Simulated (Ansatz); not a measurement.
Geometry optimisation, UKS PBE-D4/STO-3G (Ansatz 0.2.0).

The input (input.yaml):

```yaml
crystal:
  periodic: [false, false, false]
  atoms:
    - { symbol: B, position_ang: [0.2648, -2.5969, -0.4478] }
    - { symbol: C, position_ang: [-0.5668, -1.4278, 0.3385] }
    - { symbol: "N", position_ang: [-1.614, -0.8257, -0.4815] }
    - { symbol: Si, position_ang: [-0.0691, 0.2967, -0.1616] }
    - { symbol: C, position_ang: [0.5735, 0.7363, -1.8392] }
    - { symbol: O, position_ang: [-0.6735, 1.6044, 0.8474] }
    - { symbol: C, position_ang: [0.3575, 1.8492, 1.8009] }
    - { symbol: H, position_ang: [-0.3277, -3.4771, -0.8759] }
    - { symbol: H, position_ang: [1.3944, -2.4752, -0.5359] }
    - { symbol: H, position_ang: [-0.8746, -1.6061, 1.4141] }
    - { symbol: H, position_ang: [-2.3605, -0.4979, 0.181] }
    - { symbol: H, position_ang: [1.0563, -0.1412, -2.2699] }
    - { symbol: H, position_ang: [-0.2862, 1.1505, -2.4942] }
    - { symbol: H, position_ang: [1.314, 1.5439, -1.6691] }
    - { symbol: H, position_ang: [-0.0072, 2.6671, 2.4484] }
    - { symbol: H, position_ang: [0.5098, 1.0014, 2.4764] }
    - { symbol: H, position_ang: [1.2903, 2.1981, 1.3087] }
magnetization:
  spin_polarized: true
basis:
  gaussian: { orbitals: STO-3G }
hamiltonian:
  xc: pbe
  dispersion: d4
relax:
  f_tol: 0.02
  max_steps: 40
```

Command:

```bash
$ ansatz run input.yaml --threads 1 --pin off --max-ram 2048MiB --backend cpu --events-out ev --progress --plain --runs-dir out
```

Where does it end, and by what steps?

It did not converge within its limit. Limits of this set-up: minimal basis. After 39 steps the energy has fallen by 3.037 eV; H10 moved furthest, 2.32 Å. Joined: B1–Si4 (2.93 → 2.01 Å).

| step | energy less start (eV) | largest force component (eV/Å) | accepted |
| --- | --- | --- | --- |
| 0 | 0.0000 | 2.692 | yes |
| 2 | -0.9413 | 1.095 | yes |
| 4 | -1.3171 | 0.610 | yes |
| 6 | -1.5028 | 0.447 | yes |
| 8 | -1.6059 | 0.499 | yes |
| 10 | -1.6356 | 0.761 | no |
| 12 | -1.6783 | 0.202 | yes |
| 14 | -1.7053 | 0.428 | yes |
| 16 | -1.7749 | 0.668 | yes |
| 18 | -1.9739 | 1.060 | yes |
| 20 | -2.3601 | 1.053 | yes |
| 22 | -2.7242 | 1.288 | yes |
| 24 | -2.8660 | 0.814 | yes |
| 26 | -2.9914 | 0.546 | yes |
| 28 | -3.0084 | 0.800 | no |
| 30 | -3.0260 | 0.173 | yes |
| 32 | -3.0284 | 0.036 | yes |
| 34 | -3.0299 | 0.138 | yes |
| 36 | -3.0325 | 0.239 | yes |
| 38 | -3.0374 | 0.167 | yes |
| 39 | -3.0336 | 0.505 | no |

```xyz
17
Properties=species:S:1:pos:R:3
B 0.330 -2.122 0.222
C -1.254 -2.155 -0.006
N -1.654 -0.872 -0.104
Si 0.079 -0.139 0.037
C 0.349 0.840 -1.566
O -0.143 0.957 1.371
C 0.847 2.045 1.343
H 0.943 -2.672 -0.620
H 0.623 -2.482 1.307
H -2.028 -2.963 -0.073
H -2.681 -0.615 -0.235
H 0.087 0.211 -2.433
H -0.261 1.757 -1.610
H 1.407 1.129 -1.680
H 0.584 2.745 2.170
H 1.900 1.697 1.527
H 0.854 2.638 0.389
```

Time of the run: 4.9 min on 1 thread of Arm Neoverse V2, on a shared host, peak memory 0.22 GiB.
